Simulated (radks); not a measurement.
Values are calculated unless marked as measured or tabulated.
Question: Ionisation of neutral sulfur, [Ne] 3s2 3p4, to S+, [Ne] 3s2 3p3, under several functionals. Dirac Kohn-Sham, spin-unpolarised, spherical densities, finite nucleus; open shells fill j = l - 1/2 first; a radial shooting solver on a logarithmic mesh with Libxc functionals. The NIST Atomic Spectra Database gives 10.360 eV (measured). Rank these functionals by the error of their Delta-SCF ionisation energy: LDA (Slater exchange, VWN5 correlation); LDA (Slater exchange, Perdew-Wang correlation); BP86; AM05; SOGGA; RPBE.

Answer: From best to worst: SOGGA 11.609 eV (+1.249); AM05 11.667 eV (+1.307); RPBE 11.711 eV (+1.351); LDA (Slater exchange, Perdew-Wang correlation) 11.814 eV (+1.454); LDA (Slater exchange, VWN5 correlation) 11.816 eV (+1.456); BP86 11.818 eV (+1.458). Spin polarisation and multiplet splitting are left out, so open shells lie too high by an amount that depends on their filling.

Beside tabulated values, note that spin-unpolarised runs miss the spin-polarisation part of the exchange energy of open shells.
